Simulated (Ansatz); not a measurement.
## Relative energies of BSiNH6O isomers

2 of its isomers, all singlets with charge 0: A = `NBO[SiH3]`; B = `OBN[SiH3]`.

Shapes, held fixed at every level: PBE0-D4/def2-TZVP. Flexible molecules stand in one conformer, not always the lowest. Programs: Ansatz 0.2.0.

A:

```xyz
10

N    -1.3861    1.6038   -0.3465
B    -0.2050    0.8626   -0.3006
O    -0.2287   -0.4077    0.2127
Si    0.9363   -1.5451    0.4185
H    -1.4250    2.5373   -0.7120
H    -2.2658    1.2444   -0.0159
H     0.8174    1.3442   -0.7106
H     1.0271   -1.8842    1.8610
H     0.5604   -2.7619   -0.3444
H     2.2526   -1.0446   -0.0593
```

B:

```xyz
10

O    -1.3284    0.9304   -0.7687
B     0.0274    1.1112   -0.7192
N     0.7798    0.1543   -0.0083
Si    0.1359   -1.2395    0.8137
H    -1.7854    1.6104   -1.2636
H     0.5541    2.0468   -1.2583
H     1.7768    0.2911    0.0253
H    -0.5551   -2.1589   -0.1251
H    -0.8163   -0.8519    1.8846
H     1.2942   -1.9451    1.4226
```

Electronic energies in kJ/mol, without zero-point or thermal terms.

Q: From chemical knowledge, estimate the order of stability.

A: A < B in rising energy, over a span of 43 kJ/mol, by CCSD(T)/CBS estimate. All levels agree on that. The B − A difference spans +36.4 to +48.2 kJ/mol over the levels. The CBS estimate extrapolates MP2 from def2-TZVPP and def2-QZVPP and adds CCSD(T) − MP2 in the triple-zeta set, cores frozen.

```tsv
level	kind	B − A
SPW92/def2-TZVPP	LDA	+39.1
BHLYP-D4/def2-TZVPP	global hybrid	+48.2
PBE0-D4/def2-TZVPP	global hybrid	+40.5
B2PLYP/def2-TZVPP	double hybrid	+46.7
MP2/def2-SVP	perturbation theory	+36.4
CCSD/def2-SVP	coupled cluster or CI	+37.1
CCSD/def2-TZVPP	coupled cluster or CI	+44.1
CCSD(T)/CBS estimate	coupled cluster or CI	+42.7
```
